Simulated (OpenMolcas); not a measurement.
# Mo IV: effect of the active space

* Program: OpenMolcas 26.06
* Method: MS-CASPT2 or its RAS form, IPEA 0.25 Eh, imaginary shift 0.1 Eh
* Basis: ANO-RCC-VTZP
* Scalar Hamiltonian: DKH2, point nucleus
* Spin-orbit coupling: state interaction with AMFI integrals over the reference wave functions, term energies averaged over their components

A. 3 electrons in 5 orbitals (4d); 2S+1 = 4 even, 10 roots; 2S+1 = 2 even, 40 roots; closed shells correlated: 4s 4p; CASPT2 step about 10 core-seconds
B. 9 electrons in 8 orbitals (RAS1 4p, at most 2 holes; RAS2 4d); 2S+1 = 4 even, 10 roots; 2S+1 = 2 even, 40 roots; closed shells correlated: 4s; CASPT2 step of the order of 40 core-seconds
C. 3 electrons in 9 orbitals (RAS2 4d 5s; RAS3 5p, at most 2 electrons); 2S+1 = 4 even, 20 roots; 2S+1 = 2 even, 65 roots kept (CI in the orbitals of an earlier block); 2S+1 = 4 odd, 30 roots; 2S+1 = 2 odd, 75 roots kept (CI in the orbitals of an earlier block); closed shells correlated: 4s 4p; CASPT2 step of the order of 2.6 core-minutes
D. 3 electrons in 10 orbitals (4d 5d); 2S+1 = 4 even, 10 roots; 2S+1 = 2 even, 40 roots; closed shells correlated: 4s 4p; CASPT2 step of the order of 7 core-minutes

Energies in cm⁻¹ above 4d³ ⁴F_3/2, the measured ground level; measured values from Sugar and Musgrove, J. Phys. Chem. Ref. Data 17, 155 (1988).

```csv
Level,A,B,C,D,Measured
4d³ ⁴F_3/2,0.0,0.0,0.0,0.0,0.0
4d³ ⁴F_5/2,759,798,783,763,778
4d³ ⁴F_7/2,1719,1802,1768,1728,1760
4d³ ⁴F_9/2,2810,2940,2880,2830,2865
4d³ ⁴P_3/2,10700,10670,10600,10530,10331
4d³ ⁴P_1/2,10720,10700,10620,10560,10338
4d³ ²G_7/2,11940,12170,12090,11890,11580
4d³ ⁴P_5/2,11960,12020,11870,11850,11612
4d³ ²G_9/2,12690,12900,12850,12670,12311
4d³ ²P_1/2,14580,14580,14720,14220,14348
4d³ ²H_9/2,16630,16660,16790,16650,15995
4d³ ²H_11/2,17030,17010,17180,17080,16357
4d³ ²D_5/2(1),17370,17750,17520,17400,16809
4d³ ²D_3/2(1) [59 %],17460,17730,17650,17330,17107
4d³ ²F_7/2,25650,25740,25670,25700,24787
4d³ ²F_5/2,25980,26080,25990,26030,25100
4d³ ²D_5/2(2),40540,40250,40530,40760,38922
4d³ ²D_3/2(2),40960,40640,40960,41120,39231
```

Deviations, from unrounded energies. A percentage is the sum of absolute deviations over the sum of measured energies, with the sign that they share, or ± where signs differ.

```csv
Against measurement,Levels,A,B,C,D
mean absolute deviation (cm-1),17,560,600,600,550
fine structure of the ground term (%),3,-2.1,+2.5,+0.6,-1.5
other terms of the ground configuration (%),14,+3.5,+3.8,+3.9,±3.5
```

A, D lie about equally close to measurement and C furthest from it. The largest miss of D in the table is 4d³ ²D_3/2(2), by +1900 cm-1. The ranking rests on the paired levels alone, and a cruder setting can come out closer through cancelling errors.

The two smallest mean deviations differ by little beside CASPT2's spread within terms, so their order carries little weight.

Among A to D the level of the table that moves most is 4d³ ²D_5/2(2), by 520 cm-1 (lowest in B, highest in D). Moves below CASPT2's spread within the term are not significant.

Term energies are means over components that CASPT2 splits; among the terms shown or strongly mixed into the levels shown the widest spread is 1500 cm-1 (4d³ ⁴F, B). The CASPT2 spread within a term exceeds the gap to the next term for 4d³ ²H and 4d³ ²D(1), so the order of their levels is uncertain. Active for correlation alone: 4p; no level in the range computed is led by a configuration that opens it, so any true level of that kind is missing (holds for B). Blocks of more than 70 roots (2S+1 = 2 odd) ran without multistate coupling (holds for C). Terms from blocks run as CI alone lack orbitals of their own (holds for C). Active for correlation alone: 5d; no level in the range computed is led by a configuration that fills it, so any true level of that kind is missing (holds for D). Measured partners are found by configuration, term and J. A level has none where our copy of the source lacks it or the pairing is in doubt (some pairs that miss far off the trend of their configuration count as doubtful), and it then counts in no deviation. Only configurations of the active space appear. The table leaves out levels that lie high or whose names do not pair safely across all columns.

A share in square brackets marks a mixed level and gives the weight of the term that names it, the lowest over the columns. A number in round brackets counts repeated terms of one configuration in the order of the reference energies.
